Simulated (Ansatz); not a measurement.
Cu₃Te₆. Total charge 0; doublet. Geometry PBE-D4/def2-SVP.

```xyz
9

Cu   -0.281   -1.196    0.017
Cu    1.024    0.974    0.341
Cu   -1.184    0.670    1.442
Te    2.111   -0.846   -1.079
Te   -1.209    2.075   -0.631
Te   -0.542   -1.525    2.538
Te   -1.691   -0.334   -2.062
Te    1.101    0.756    2.899
Te    0.671   -0.575   -3.464
```

In the def2 sets Te takes a core potential; there is no spin–orbit coupling. The structure comes from a short search, and lower isomers may exist.

Estimate the α-spin orbital energies around the gap (eV) in Ansatz with PBE-D4/def2-SVP, r2SCAN-D4/def2-SVP, B97M-V/def2-SVP, PBE0-D4/def2-SVP, r2SCAN0-D4/def2-SVP.


| orbital | PBE-D4/def2-SVP | r2SCAN-D4/def2-SVP | B97M-V/def2-SVP | PBE0-D4/def2-SVP | r2SCAN0-D4/def2-SVP |
| --- | --- | --- | --- | --- | --- |
| HOMO−5 | -5.68 | -5.93 | -5.87 | -6.91 | -7.10 |
| HOMO−4 | -5.61 | -5.88 | -5.81 | -6.76 | -6.95 |
| HOMO−3 | -5.39 | -5.63 | -5.58 | -6.51 | -6.69 |
| HOMO−2 | -5.16 | -5.41 | -5.33 | -6.29 | -6.47 |
| HOMO−1 | -4.94 | -5.18 | -5.11 | -5.97 | -6.14 |
| HOMO | -4.68 | -4.95 | -4.88 | -5.77 | -5.95 |
| LUMO | -3.47 | -3.52 | -3.30 | -2.89 | -2.92 |
| LUMO+1 | -3.27 | -3.28 | -3.07 | -2.71 | -2.76 |
| LUMO+2 | -3.18 | -3.19 | -2.97 | -2.54 | -2.55 |
| LUMO+3 | -3.03 | -3.03 | -2.77 | -2.33 | -2.33 |
| LUMO+4 | -1.63 | -1.41 | -1.56 | -0.90 | -0.77 |
| LUMO+5 | -1.22 | -1.09 | -1.04 | -0.42 | -0.32 |
| β HOMO | -4.87 | -5.10 | -5.02 | -5.82 | -5.97 |
| β LUMO | -4.40 | -4.53 | -4.39 | -4.17 | -4.24 |
